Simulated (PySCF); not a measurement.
Sb¹⁵⁺: ionisation energy

Sb¹⁵⁺ [Kr] (1S) → Sb¹⁶⁺ [Ar] 3d10 4s2 4p5 (2P), as a difference of total energies. All numbers are calculated (PySCF 2.14, scalar relativity by spin-free X2C-1e, in an even-tempered Gaussian basis (20 s from 0.68 bohr⁻², ratio 2.5; 14 p from 0.88 bohr⁻², ratio 2.5; 9 d from 1.6 bohr⁻², ratio 2.5; 5 f from 7.1 bohr⁻², ratio 2.7; 4 g from 11 bohr⁻², ratio 2.7)). The calculations carry no spin-orbit coupling.

| method | ionisation energy (eV) |
| --- | --- |
| UHF | 422.94 |
| BHandHLYP | 424.16 |
| r2SCAN0 | 424.57 |

Breit and QED terms and the two-electron picture change are absent.

The reference lies between the lowest fine-structure levels, while these numbers refer to the centres of the terms.

For comparison: 420 ± 3 eV (theoretical estimate listed by NIST; NIST Atomic Spectra Database, ionization energies).
